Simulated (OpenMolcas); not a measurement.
# Rh3+: effect of the metal basis

Rh3+ with its 6 nearest oxide ions at 2.066 Å, on the Mg site of MgO (a = 4.2112 Å, distance in the model lattice 2.106 Å). The rest of the host is ab initio model potentials to 7.6 Å and point charges beyond; the distance is set by hand and nothing relaxes, and no local charge compensation is placed.

* Program: OpenMolcas
* Method: SS-CASPT2, IPEA 0.25 Eh, imaginary shift 0.1 Eh (closed shells correlated: 4s 4p and the ligand valence shells)
* Spin-orbit coupling: state interaction with AMFI integrals over the reference wave functions

Fixed: ligand basis ANO-RCC-VDZP, active space 6 electrons in 5 orbitals (4d), DKH2 Hamiltonian.

States (labels of O, the rotations of Oh). Energies in cm-1 above the lowest state or level, χT in cm3 K/mol.

| Run | Metal basis | Ground state | First state of that spin | First gap with spin-orbit (degeneracies) | χT at 300 K | First state of another spin | Cost |
| --- | --- | --- | --- | --- | --- | --- | --- |
| A | ANO-RCC-VDZP | 1A1 | 1T1 24120 | 20360 (1, 2) | 0.019 | 2S+1 = 3: 20870 | roughly 5 core-minutes |
| B | ANO-RCC-VTZP | 1A1 | 22240 | 20260 (1, 2) | 0.022 | 2S+1 = 3: 20810 | roughly 9 core-minutes |

Costs are those of the CASPT2 steps.

Roots that are degenerate in the reference are averaged as groups; the widest CASPT2 spread within a group is 2200 cm-1 (the 3-fold group of multiplicity 3 near 59300 cm-1 above the lowest state of its run, A). Shifts and gaps below about the spread of the groups concerned are not significant. Over all roots computed the reference weight is 0.66 to 0.69 in A, 0.65 to 0.68 in B; a low but even weight reflects the number of correlated electrons. Ligand-to-metal charge-transfer states are missing. With no ligand orbital active B as a rule stays too high, so bands that hang on it stand too high and its fall with covalency is understated. With one d shell and no ligand orbital active, 10Dq can be off by a tenth or more. The least metal-like active orbital is 70 % on the metal (Löwdin) and no ligand orbital is active, so the numbers are rough (holds for A). The least metal-like active orbital is 72 % on the metal (Löwdin) and no ligand orbital is active, so the numbers are rough (holds for B). No measured value stands beside these numbers; the geometry was set by hand and not optimised.

A state without a sure symmetry label is named by its multiplicity alone.
